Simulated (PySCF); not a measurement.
A PySCF script (with the pyscf-properties extension) for the NMR shieldings of SMILES C=NC(C#N)=C(C)C, C6H8N2, on a GFN2-xTB geometry:

```python
import basis_set_exchange as bse
import numpy as np
from pyscf import gto, dft
from pyscf.prop import nmr

atoms = """
C     2.740141   -0.656924    0.158003
N     1.492263   -0.825452    0.102261
C     0.590038    0.228316    0.217187
C     1.073904    1.558940    0.346437
N     1.528211    2.609433    0.436886
C    -0.738982   -0.026030    0.195982
C    -1.754228    1.057675    0.330915
C    -1.260056   -1.411663    0.035155
H     3.245510    0.301850    0.296603
H     3.363914   -1.533706    0.062556
H    -2.366561    1.107031   -0.569894
H    -2.421433    0.838560    1.164709
H    -1.292305    2.028357    0.493895
H    -1.862056   -1.687179    0.900800
H    -0.440998   -2.115652   -0.073564
H    -1.904961   -1.464612   -0.841857
"""
names = dict.fromkeys(["C", "N", "H"], "pcSseg-1")
basis = {el: gto.basis.parse(bse.get_basis(n, elements=[el], fmt="nwchem")) for el, n in names.items()}
mol = gto.M(atom=atoms, basis=basis, charge=0, verbose=0)
mf = dft.RKS(mol, xc="PBE0")
mf.grids.level = 2
mf.grids.alignment = dft.numint.BLKSIZE   # the property module wants whole blocks of grid points
mf.conv_tol = 1e-9
mf.kernel()

calc = nmr.RKS(mf)   # GIAO
C = mf.mo_coeff
Co = C[:, mf.mo_occ > 0]
resp = mf.gen_response(singlet=True, hermi=2)
def vind(x):   # induced exchange potential for any number of trial vectors
    d = np.einsum("pi,xij,qj->xpq", C, 2 * x.reshape(-1, C.shape[1], Co.shape[1]), Co, optimize=True)
    return np.einsum("xpq,pi,qj->xij", resp(d - d.transpose(0, 2, 1)), C, Co, optimize=True).ravel()
mo1, _ = nmr.rhf.solve_mo1(calc, with_cphf=vind)
sigma = calc.kernel(mo1)
for i, s in enumerate(sigma):   # ppm
    w = np.linalg.eigvalsh((s + s.T) / 2)
    print("%2d %-2s iso %8.1f  s11 %8.1f  s22 %8.1f  s33 %8.1f" % (i, mol.atom_pure_symbol(i), w.mean(), *w))
```

**Question.** Give the expected output.

**Answer.** 
```
 0 C  iso     32.5  s11    -58.7  s22     23.7  s33    132.4
 1 N  iso   -109.4  s11   -444.9  s22   -151.3  s33    268.1
 2 C  iso     60.6  s11    -24.0  s22    101.6  s33    104.3
 3 C  iso     70.2  s11    -40.1  s22    -39.7  s33    290.5
 4 N  iso    -62.6  s11   -234.6  s22   -164.9  s33    211.7
 5 C  iso     15.6  s11    -93.7  s22    -17.2  s33    157.6
 6 C  iso    161.0  s11    145.0  s22    153.2  s33    184.7
 7 C  iso    165.2  s11    143.8  s22    169.0  s33    182.8
 8 H  iso     23.9  s11     21.9  s22     23.0  s33     26.7
 9 H  iso     24.2  s11     22.5  s22     24.1  s33     26.2
10 H  iso     29.6  s11     26.1  s22     27.5  s33     35.2
11 H  iso     29.7  s11     25.9  s22     27.9  s33     35.2
12 H  iso     28.7  s11     23.8  s22     29.0  s33     33.3
13 H  iso     30.1  s11     26.1  s22     28.0  s33     36.1
14 H  iso     27.5  s11     21.7  s22     27.6  s33     33.3
15 H  iso     30.1  s11     26.1  s22     28.2  s33     36.0
```

These numbers come from an equivalent density-fitted implementation of the same equations, which agrees with the script to about 0.01 ppm for H and up to a few tenths of a ppm for heavy atoms, so last digits may differ.

**Question.** Turn these shieldings into chemical shifts. Chemical shifts δ = σref − σ; ¹³C (σref 186.93), ¹H (σref 31.72) against TMS; ¹⁵N (σref 267.73) against NH3, all at this level.

**Answer.** Averaging equivalent atoms: C 5: 171.4; C 0: 154.4; C 2: 126.3; C 3: 116.7; C 6: 26.0; C 7: 21.8; N 1: 377.1; N 4: 330.3; H 8: 7.85; H 9: 7.47; H 13/14/15: 2.49; H 10/11/12: 2.38 ppm. Experimental scales use liquid or dissolved standards, which lie at an offset from isolated NH3 (liquid NH3: subtract about 20 ppm). Unscaled 15N shifts of sp2 nitrogen come out 20 to 40 ppm too high even then.

Size and cost of the density-fitted run: 176 basis functions, 69 s wall time (60 s CPU) on 1 thread of an Intel Xeon, shared host; peak memory 0.86 GiB.
